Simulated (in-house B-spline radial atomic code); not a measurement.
## S4+: [Ne] 3s2

Level of theory: Dirac-Kohn-Sham CAM-B3LYP, spherical fractional occupations, exact exchange averaged over the configuration, Fermi nucleus of rms radius 3.2611 fm; calculated with a B-spline radial code for spherical atoms.

Effective charges: Z_r = [3n² - l(l+1)]/(2<r>) from the radius, Z_e = n√(-2ε) from the energy, and Slater's rules. Values are occupation-weighted means over j.

| shell | electrons | ε (eV) | <r> (bohr) | Z_r | Z_e | Slater |
| --- | --- | --- | --- | --- | --- | --- |
| 1s | 2 | -2491.8 | 0.09683 | 15.49 | 13.53 | 15.70 |
| 2s | 2 | -280.25 | 0.4761 | 12.60 | 9.08 | 11.85 |
| 2p | 6 | -223.64 | 0.4393 | 11.38 | 8.11 | 11.85 |
| 3s | 2 | -69.129 | 1.469 | 9.19 | 6.76 | 6.85 |

The least bound orbital is 3s1/2 at -69.13 eV, and it is also the most diffuse (<r> = 1.469 bohr).

Spin-orbit splittings of the orbital energies (j = l + 1/2 above j = l - 1/2 when positive): 2p 1.291 eV.

For the 1s electron the small component carries 0.323 % of the norm, the zero-frequency Breit interaction raises the level by 1.737 eV, self-energy by 0.7673 eV, and vacuum polarisation lowers it by 0.05073 eV.
